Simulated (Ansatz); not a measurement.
C₆H₁₁N₂, that is 1-ethyl-3-methylimidazolium with one electron more, relaxed as a doublet with UKS r2SCAN-D4/def2-SVP in Ansatz, starting from the r2SCAN-D4/def2-SVP geometry of the charge +1 singlet. Force threshold 0.02 eV/Å.

The relaxation made no stability test and no search for a lower SCF solution.

Start:

```xyz
19

C    -2.799    0.275    0.108
C    -1.825   -0.738   -0.470
N    -0.429   -0.267   -0.411
C     0.138    0.674   -1.244
C     1.424    0.867   -0.817
N     1.616    0.043    0.273
C     2.855   -0.080    1.038
C     0.481   -0.634    0.500
H    -3.820   -0.126    0.037
H    -2.771    1.225   -0.446
H    -2.585    0.479    1.168
H    -1.859   -1.693    0.074
H    -2.040   -0.957   -1.527
H    -0.411    1.123   -2.070
H     2.212    1.513   -1.200
H     3.660   -0.434    0.380
H     2.704   -0.801    1.850
H     3.123    0.897    1.462
H     0.326   -1.364    1.294
```

| step | energy (eV) | largest force component (eV/Å) | SCF passes |
| --- | --- | --- | --- |
| 1 | -9366.2597 | 3.984 | 24 |
| 2 | -9366.5606 | 1.513 | 31 |
| 3 | -9366.6279 | 0.250 | 26 |
| 4 | -9366.7554 | 0.770 | 30 |
| 5 | -9366.8726 | 0.856 | 29 |
| 6 | -9366.9064 | 0.814 | 29 |
| 7 | -9366.9081 | 0.293 | 24 |
| 8 | -9366.9309 | 0.197 | 24 |
| 9 | -9366.9347 | 0.384 | 28 |
| 10 | -9366.9461 | 0.124 | 25 |
| 11 | -9366.9468 | 0.094 | 28 |
| 12 | -9366.9506 | 0.047 | 25 |
| 13 | -9366.9651 | 0.091 | 28 |
| 14 | -9366.9729 | 0.245 | 23 |
| 15 | -9366.9792 | 0.430 | 24 |
| 16 | -9366.9982 | 0.262 | 24 |
| 17 (rejected) | -9366.7077 | 1.783 | 31 |
| 18 | -9367.0061 | 0.050 | 25 |
| 19 | -9367.0076 | 0.088 | 23 |
| 20 | -9367.0086 | 0.045 | 26 |
| 21 | -9367.0087 | 0.017 | 27 |

Force components are those of the run's own axes.

End:

```
atom   x (Å)   y (Å)   z (Å)
  C1  -2.555   0.397   0.298
  C2  -1.870  -0.677  -0.544
  N3  -0.431  -0.524  -0.624
  C4   0.190   0.421  -1.436
  C5   1.439   0.653  -0.952
  N6   1.631  -0.141   0.174
  C7   2.627   0.122   1.178
  C8   0.396  -0.755   0.506
  H9  -3.639   0.212   0.369
 H10  -2.402   1.395  -0.143
 H11  -2.129   0.405   1.313
 H12  -2.076  -1.677  -0.124
 H13  -2.265  -0.680  -1.574
 H14  -0.292   0.806  -2.334
 H15   2.235   1.280  -1.349
 H16   3.553   0.473   0.699
 H17   2.857  -0.804   1.728
 H18   2.294   0.881   1.916
 H19   0.436  -1.788   0.898
```

By distances, no bond broke or formed. The bond that changes most is N3–C8, from 1.34 to 1.42 Å (atoms count from 1).

No frequencies were taken in this run, so the end may be a saddle point.

Hardware: 4 threads of Arm Neoverse V1 on a shared host. Wall time 1.8 min.
